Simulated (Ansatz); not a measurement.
Cartesian coordinates in Å:
```
C -2.013 -1.760 0.424
Si -0.238 -1.165 0.294
Si -0.092 1.100 -0.279
Si 2.142 1.775 -0.428
H -2.554 -1.197 1.187
H -2.045 -2.819 0.693
H -2.534 -1.633 -0.527
H 0.496 -1.953 -0.736
H 0.469 -1.362 1.592
H -0.766 1.339 -1.588
H -0.789 1.931 0.745
H 2.255 3.213 -0.791
H 2.823 1.561 0.877
H 2.846 0.969 -1.463
```

The species carries charge 0 and has multiplicity 1.

Question: List the CAM-B3LYP/def2-TZVPP orbital energies in eV (Ansatz 0.2.0). (An estimate is asked.)

Answer: The calculation gave: Occupied: -1800.76, -1800.72, -1800.62, -278.51, -145.37, -145.32, -145.26, -100.69, -100.69, -100.69, -100.65, -100.64, -100.63, -100.58, -100.57, -100.57, -21.42, -17.71, -16.26, -15.02, -13.20, -13.07, -11.69, -11.34, -10.99, -10.79, -10.68, -9.83, -9.00. Lowest empty: 0.84, 1.33, 1.37, 1.53, 1.94, 1.96, 2.68, 2.77.
